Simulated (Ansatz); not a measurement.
One change: `CCCCOC(C)(C)C` becomes `CCCCOCCCC`.

Ansatz, PBE0-D4/def2-TZVP geometries, multiplicity 1. Each molecule was computed in one conformer, which needn't be the lowest.

```
                                          property  `CCCCOC(C)(C)C`
size of the dipole moment (ωB97M-V/def2-TZVPP) / D             1.14
           HOMO–LUMO gap (ωB97M-V/def2-TZVPP) / eV            12.05
  size of the dipole moment (B3LYP/def2-TZVPP) / D             1.14
              HOMO–LUMO gap (PBE0/def2-TZVPP) / eV             8.24
             HOMO energy (ωB97M-V/def2-TZVPP) / eV            -9.58
                 HOMO energy (PBE/def2-TZVPP) / eV            -5.61
```

Task: Give the same properties after the change, and the shifts. (An estimate is asked.)

Result: Ansatz gave: 
```csv
property,`CCCCOCCCC`,shift
size of the dipole moment (ωB97M-V/def2-TZVPP) / D,1.30,0.16
HOMO–LUMO gap (ωB97M-V/def2-TZVPP) / eV,11.96,-0.09
size of the dipole moment (B3LYP/def2-TZVPP) / D,1.28,0.14
HOMO–LUMO gap (PBE0/def2-TZVPP) / eV,8.15,-0.09
HOMO energy (ωB97M-V/def2-TZVPP) / eV,-9.49,0.09
HOMO energy (PBE/def2-TZVPP) / eV,-5.55,0.06
```

Dipoles are sizes alone; their direction can turn.

B3LYP here is the variant with VWN-RPA as its local correlation; programs differ in this.
